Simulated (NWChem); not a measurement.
Species: BH3; SMILES B

Computed with NWChem. Pople sets run with spherical d functions. Each level has its own optimisation. Entropies are gas-phase, rigid-rotor, harmonic values for NWChem's default masses at 298.15 K and 1 bar, so the errors hold that model's part too (torsions, anharmonicity).

Measured entropy at 1 bar: 45.0 cal/(mol K) (CRC Handbook, as tabulated in the package chemicals).

| level | entropy at 1 bar (cal/(mol K)) | computed − measured |
|---|---|---|
| Hartree-Fock/STO-3G | 44.8 | -0.2 |
| Hartree-Fock/3-21G | 44.9 | -0.1 |
| Hartree-Fock/6-31G* | 44.9 | -0.1 |
| B3LYP/6-31G* | 45.0 | 0.0 |
| LDA (Slater exchange, VWN5)/def2-SVP | 45.2 | +0.2 |
| PBE/def2-SVP | 45.2 | +0.2 |
| BLYP/def2-SVP | 45.1 | +0.1 |
| PBE0/def2-SVP | 45.1 | +0.1 |
